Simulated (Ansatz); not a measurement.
Two isomers of C2H5BrOSi: A = `C[Si]1(Br)CO1`, B = `Br[SiH]1CCO1`.

Gas-phase electronic energies from Ansatz, PBE0-D4/def2-TZVP geometries. CCSD(T)/CBS is the MP2 limit (def2-TZVPP, def2-QZVPP) plus CCSD(T) − MP2 in def2-TZVPP, frozen cores. Functionals use def2-TZVPP. B3LYP here is the variant with VWN-RPA as its local correlation; programs differ in this. For Br outer-core shells are correlated without core-valence functions, which leaves a few kJ/mol of doubt a bond. Scalar relativity is left out up to krypton.

Question: Which is lower in electronic energy at CCSD(T)/CBS, and by how much? (Best estimate.)

Answer: Computed: B, by 46.4 kJ/mol.

Question: Give E(B) − E(A) in kJ/mol with HF/def2-TZVPP, CCSD/def2-TZVPP, PBE-D4, ωB97M-V, B3LYP, B3LYP-D4, MP2/def2-TZVPP. (Estimate.)

Answer: Computed: HF/def2-TZVPP -64.2, CCSD/def2-TZVPP -50.8, PBE-D4 -36.4, ωB97M-V -46.2, B3LYP -41.4, B3LYP-D4 -42.1, MP2/def2-TZVPP -46.0. None reverses the order clearly.

Largest T1 diagnostic: 0.011.

In def2-TZVPP, CCSD(T) changes the Hartree–Fock value by +16.6 kJ/mol (the triples alone add +3.2 kJ/mol) and MP2 by +18.2 kJ/mol. From PBE to PBE0 (25 % exact exchange), in def2-TZVPP and without D4, E(B) − E(A) moves by −9.8 kJ/mol.
